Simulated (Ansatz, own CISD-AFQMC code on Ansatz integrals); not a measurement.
C3H5N, SMILES `N=C1CC1` (charge 0, multiplicity 1).

Cartesian coordinates (Å):
```xyz
9

N      1.7061     0.2823     0.7722
C      0.5746     0.0640     0.2747
C     -0.5769     0.4813    -0.5328
C     -0.5026    -0.9085     0.1613
H      2.0424     1.2128     0.5123
H     -1.2658     1.2111    -0.1237
H     -0.4764     0.5103    -1.6116
H     -1.1453    -1.0762     1.0177
H     -0.3560    -1.7770    -0.4701
```
Charge 0, multiplicity 1.

Frozen-core correlation energies in cc-pVDZ at a geometry from B3LYP-D3(BJ)/def2-TZVP, on an HF energy of -170.90082 Ha (<S^2> = 0.00). Wave-function levels are from Ansatz, the walk from an own CISD-AFQMC code on Ansatz integrals (time step 0.005/Ha, trial state from CCSD amplitudes, largest double 0.09).

| level | correlation energy (mHa) |
|---|---|
| MP2 | -565.8 |
| CCSD | -602.6 |
| CCSD(T) | -624.1 |

Q: What correlation energy does phaseless AFQMC give, and where does it lie among these levels?

A: -626.0 ± 0.4 mHa (one standard error). AFQMC minus each level: MP2 -60.1 mHa, CCSD -23.4 mHa, CCSD(T) -1.9 mHa.
